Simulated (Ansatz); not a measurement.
Start from `[SiH3][SiH2]N[SiH2]Cl` and change one atom or group to get `[SiH3]CN[SiH2]Cl`.

Ansatz, PBE0-D4/def2-TZVP geometries, multiplicity 1. Each molecule was computed in one conformer, which needn't be the lowest.

```csv
property,`[SiH3][SiH2]N[SiH2]Cl`
HOMO–LUMO gap (PBE/def2-TZVPP) / eV,5.35
size of the dipole moment (PBE/def2-TZVPP) / D,1.66
HOMO energy (PBE/def2-TZVPP) / eV,-6.69
LUMO energy (PBE/def2-TZVPP) / eV,-1.34
HOMO–LUMO gap (ωB97M-V/def2-TZVPP) / eV,11.47
LUMO energy (B3LYP/def2-TZVPP) / eV,-0.66
```

(1) What does the change do to each property? (Best estimate.)

Results:

(1) Computed: 
```tsv
property	`[SiH3]CN[SiH2]Cl`	shift
HOMO–LUMO gap (PBE/def2-TZVPP) / eV	5.34	-0.01
size of the dipole moment (PBE/def2-TZVPP) / D	1.41	-0.25
HOMO energy (PBE/def2-TZVPP) / eV	-5.97	0.72
LUMO energy (PBE/def2-TZVPP) / eV	-0.62	0.72
HOMO–LUMO gap (ωB97M-V/def2-TZVPP) / eV	11.35	-0.12
LUMO energy (B3LYP/def2-TZVPP) / eV	-0.01	0.65
```

Dipoles are sizes alone; their direction can turn.

B3LYP here is the variant with VWN-RPA as its local correlation; programs differ in this.
